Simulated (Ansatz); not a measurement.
Ge(CN)2H2 (C2H2GeN2) was relaxed with r2SCAN-D4 (def2-SVP) in Ansatz in these states: charge +1 doublet, neutral singlet. The geometries follow in no particular order.

A:

```xyz
7

Ge    0.545   -0.064   -0.259
C    -1.080   -0.884   -0.842
N    -2.095   -1.296   -1.279
C     0.132    1.051    1.239
N    -0.137    1.824    2.088
H     1.327    0.633   -1.362
H     1.308   -1.265    0.415
```

B:

```csv
atom,x (Å),y (Å),z (Å)
Ge1,0.322,-0.226,0.470
C2,-1.519,-0.569,0.065
N3,-2.637,-0.807,-0.152
C4,0.957,0.970,-0.885
N5,1.371,1.697,-1.695
H6,1.098,-1.533,0.376
H7,0.409,0.469,1.821
```

Q: Judge from the bond lengths which geometry belongs to which state (an estimate).

A: A is the charge +1 doublet (Ge1–H7 1.574 Å, C4–N5 1.179 Å, C2–N3 1.179 Å); B is the neutral singlet (Ge1–H7 1.522 Å, C4–N5 1.164 Å, C2–N3 1.164 Å).
